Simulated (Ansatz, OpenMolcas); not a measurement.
OpenMolcas → Ansatz

OpenMolcas 26.06 runs this on BGeH5 (SMILES [BH2][GeH3]):

mol.inp:
```
&GATEWAY
BasLib=$CurrDir
Coord
7
angstrom
B        0.007500      -1.219800       0.268100
Ge       0.048900       0.786100      -0.183400
H       -1.044400      -1.784600       0.312800
H        0.997700      -1.849300       0.488600
H       -0.601100       1.019700      -1.562200
H       -0.799800       1.566200       0.840700
H        1.452500       1.413700      -0.210300
Basis=aug-cc-pVDZ
Group=NoSym
&SEWARD
GridInput
Grid=UltraFine
End of Grid
&SCF
KSDFT=HYB_GGA_XC_BHANDHLYP
Thresholds=1e-10 1e-07 1e-07 1e-05
PrOrbitals=1
&ALASKA
```

```bash
$ export MOLCAS_MEM=1860
$ pymolcas mol.inp > mol.log
```

(Basis files named in the input come from the Basis Set Exchange and aren't shown.)

The shape is that of a PBE0-D4/def2-TZVP optimisation.

It gives a total energy of -2104.738506 Eh.

Q: Write the same calculation for Ansatz 0.2.0 as an input file of the program's own, asking for the energy.

A: For example:

job.yaml:
```yaml
basis:
  gaussian: {orbitals: aug-cc-pVDZ}
crystal:
  periodic: [false, false, false]
  atoms:
    - {symbol: B, position_ang: [0.007500, -1.219800, 0.268100]}
    - {symbol: Ge, position_ang: [0.048900, 0.786100, -0.183400]}
    - {symbol: H, position_ang: [-1.044400, -1.784600, 0.312800]}
    - {symbol: H, position_ang: [0.997700, -1.849300, 0.488600]}
    - {symbol: H, position_ang: [-0.601100, 1.019700, -1.562200]}
    - {symbol: H, position_ang: [-0.799800, 1.566200, 0.840700]}
    - {symbol: H, position_ang: [1.452500, 1.413700, -0.210300]}
output: {orbitals: {seedname: orbitals}}
hamiltonian: {xc: {name: BHLYP}}
accuracy: high
```

```bash
$ ansatz run job.yaml --threads 1 --pin off --max-ram 3480MiB --events-out events.jsonl --progress --plain --runs-dir runs
```

Its energy is -2104.738508 Eh, 0.002 mEh from the first.
